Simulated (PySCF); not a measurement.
1-butylnaphthalene, C14H16.
Numbering: `[CH3:1][CH2:2][CH2:3][CH2:4][c:5]1[cH:6][cH:7][cH:8][c:9]2[cH:10][cH:11][cH:12][cH:13][c:14]12` (hydrogens: H15, H16, H17 on C1; H18, H19 on C2; H20, H21 on C3; H22, H23 on C4; H24 on C6; H25 on C7; H26 on C8; H27 on C10; H28 on C11; H29 on C12; H30 on C13)

Computed by this run: PBE0-D3(BJ)/def2-SVP geometry optimisation, gas phase in PySCF 2.14.0; density fitting, grid level 1; the optimiser is geomeTRIC in internal coordinates, started from a GFN2-xTB structure with every atom displaced at random (about 0.01 Å).

Step 0: E = -14752.2303 eV
```
atom  x, y, z in Å  |  force x, y, z in eV/Å
C1     -4.5138   -0.9544   -0.8946   -0.784   1.208   0.404
C2     -3.5649   -1.6295    0.0401    0.333   0.585   0.217
C3     -2.2705   -0.8529    0.1640    0.623  -0.499   0.870
C4     -1.2520   -1.5114    1.1605   -1.487  -0.154  -1.182
C5     -0.0164   -0.7284    1.2754   -0.070   0.549   1.063
C6      0.1192    0.1725    2.3196    0.557  -0.087  -0.310
C7      1.2812    0.9542    2.4710   -0.277  -0.180  -0.183
C8      2.3072    0.8607    1.5645   -0.975  -0.133   0.644
C9      2.1945   -0.0316    0.5012    0.080  -0.554  -0.990
C10     3.2369   -0.1468   -0.4522   -0.503  -0.195   0.165
C11     3.1386   -1.0076   -1.5098    0.830   0.341  -0.060
C12     2.0082   -1.7983   -1.6642   -1.166  -0.624  -0.305
C13     0.9475   -1.7103   -0.7827    1.409   0.562   0.132
C14     1.0151   -0.8363    0.3368    0.866   0.022  -0.710
H15    -4.1065   -0.8447   -1.8931    0.270   0.009  -0.558
H16    -5.4612   -1.4795   -0.9731   -0.430  -0.331  -0.102
H17    -4.7703    0.0787   -0.5365    0.203  -0.540  -0.204
H18    -3.3590   -2.6246   -0.3251    0.202  -0.840  -0.153
H19    -4.0207   -1.7351    1.0309   -0.115  -0.102   0.240
H20    -2.4876    0.1721    0.5202    0.107  -0.077  -0.117
H21    -1.7896   -0.7716   -0.8163    0.065   0.167  -0.253
H22    -1.0681   -2.5569    0.8350    0.012   0.261   0.133
H23    -1.7613   -1.5574    2.1199   -0.085  -0.145   0.500
H24    -0.6768    0.2671    3.0425   -0.375   0.008   0.348
H25     1.3555    1.6288    3.3076    0.029   0.391   0.433
H26     3.1730    1.4707    1.6713    0.937   0.533   0.053
H27     4.1129    0.4570   -0.3150    0.631   0.439   0.046
H28     3.9573   -1.0735   -2.2265    0.060  -0.048  -0.083
H29     1.9409   -2.4860   -2.5158    0.004   0.058   0.107
H30     0.0989   -2.3306   -0.9273   -0.950  -0.624  -0.146
```

Step 1: E = -14752.4367 eV
```
atom  x, y, z in Å  |  force x, y, z in eV/Å
C1     -4.5459   -0.9519   -0.9330    0.063  -0.008  -0.068
C2     -3.5532   -1.6420   -0.0109   -0.027  -0.136  -0.020
C3     -2.2393   -0.8881    0.1287   -0.035   0.080  -0.015
C4     -1.3063   -1.4721    1.1897    0.155   0.071   0.099
C5     -0.0154   -0.7048    1.3351   -0.029  -0.106  -0.189
C6      0.1610    0.1622    2.3921   -0.122   0.035   0.109
C7      1.3247    0.9491    2.5277   -0.007   0.021   0.108
C8      2.3243    0.8636    1.5942    0.237   0.107  -0.108
C9      2.2052   -0.0194    0.4885   -0.066   0.038   0.133
C10     3.2320   -0.1311   -0.4810    0.183   0.095   0.005
C11     3.1143   -0.9887   -1.5467   -0.134  -0.078  -0.073
C12     1.9526   -1.7843   -1.6839    0.240   0.043   0.064
C13     0.9490   -1.7074   -0.7489   -0.347  -0.154  -0.094
C14     1.0267   -0.8185    0.3542   -0.049   0.005   0.131
H15    -4.1441   -0.8532   -1.9557   -0.010  -0.004   0.041
H16    -5.4963   -1.5013   -1.0006   -0.005  -0.036   0.000
H17    -4.7754    0.0627   -0.5735   -0.016   0.045   0.008
H18    -3.3503   -2.6675   -0.3782   -0.024   0.089   0.058
H19    -4.0065   -1.7677    0.9888    0.004   0.001  -0.003
H20    -2.4488    0.1650    0.3880    0.017  -0.013   0.016
H21    -1.7267   -0.8521   -0.8490   -0.008   0.003   0.042
H22    -1.0897   -2.5295    0.9643   -0.041  -0.038  -0.039
H23    -1.8262   -1.4713    2.1640    0.026  -0.007  -0.077
H24    -0.6289    0.2445    3.1473    0.046  -0.001  -0.059
H25     1.4233    1.6240    3.3833   -0.009  -0.026  -0.049
H26     3.2306    1.4765    1.6831   -0.128  -0.097   0.000
H27     4.1337    0.4803   -0.3608   -0.084  -0.036  -0.010
H28     3.9121   -1.0621   -2.2880    0.034   0.005  -0.015
H29     1.8685   -2.4759   -2.5237   -0.030  -0.023  -0.037
H30     0.0635   -2.3445   -0.8674    0.163   0.124   0.041
```

Task: Estimate the geometry and energy of step 2. (The exact step hangs on the optimiser's Hessian estimate; all steps are aligned on step 1, rigid shifts and turns removed.)

Result: E = -14752.4425 eV, largest force 0.102 eV/Å
```
atom  x, y, z in Å  |  force x, y, z in eV/Å
C1     -4.5665   -0.9589   -0.9179    0.003   0.003  -0.011
C2     -3.5653   -1.6365    0.0038    0.002  -0.011  -0.010
C3     -2.2557   -0.8712    0.1337   -0.026   0.016  -0.010
C4     -1.3060   -1.4653    1.1735    0.079  -0.015  -0.003
C5     -0.0157   -0.7022    1.3129   -0.055  -0.039  -0.029
C6      0.1532    0.1626    2.3746    0.082   0.054  -0.027
C7      1.3221    0.9426    2.5188   -0.020   0.044   0.074
C8      2.3315    0.8593    1.5929   -0.070  -0.054  -0.026
C9      2.2119   -0.0229    0.4877    0.059   0.053   0.022
C10     3.2514   -0.1310   -0.4718   -0.026  -0.043  -0.028
C11     3.1413   -0.9931   -1.5364   -0.041  -0.013   0.020
C12     1.9824   -1.7890   -1.6771    0.016  -0.057  -0.079
C13     0.9548   -1.7070   -0.7656    0.066   0.060   0.008
C14     1.0304   -0.8183    0.3402   -0.031   0.005   0.086
H15    -4.1669   -0.8597   -1.9401    0.003   0.001   0.005
H16    -5.5086   -1.5240   -0.9823    0.000  -0.005  -0.005
H17    -4.8099    0.0556   -0.5624   -0.005  -0.009  -0.002
H18    -3.3556   -2.6578   -0.3619    0.002   0.002   0.023
H19    -4.0113   -1.7665    1.0061   -0.003   0.019  -0.001
H20    -2.4645    0.1786    0.4052   -0.001  -0.010   0.021
H21    -1.7538   -0.8257   -0.8478   -0.003   0.011  -0.012
H22    -1.0991   -2.5222    0.9315   -0.026   0.003  -0.022
H23    -1.8156   -1.4740    2.1506    0.011  -0.019   0.002
H24    -0.6419    0.2481    3.1209    0.010   0.000  -0.004
H25     1.4153    1.6160    3.3741   -0.001   0.007   0.007
H26     3.2375    1.4635    1.6918   -0.018  -0.015   0.005
H27     4.1474    0.4827   -0.3447   -0.014   0.003   0.000
H28     3.9470   -1.0699   -2.2704   -0.004  -0.005   0.001
H29     1.9056   -2.4817   -2.5185   -0.007  -0.004  -0.010
H30     0.0728   -2.3376   -0.8935    0.017   0.019   0.006
```

The energy changes by -0.0058 eV. The first-order estimate −F·Δx gives -0.0134 eV and the mean of the old and new forces, exact on a quadratic surface, -0.0062 eV. The step makes an angle of 83° with the force vector and moves no atom by more than 0.040 Å.

The cost below is that of the whole optimisation. The run took 4.2 min wall, 9.8 min CPU on an INTEL XEON PLATINUM 8581C at 2.30 GHz with 2 threads, no GPU, on a shared host, and the process peaked at 2.2 GiB of memory.
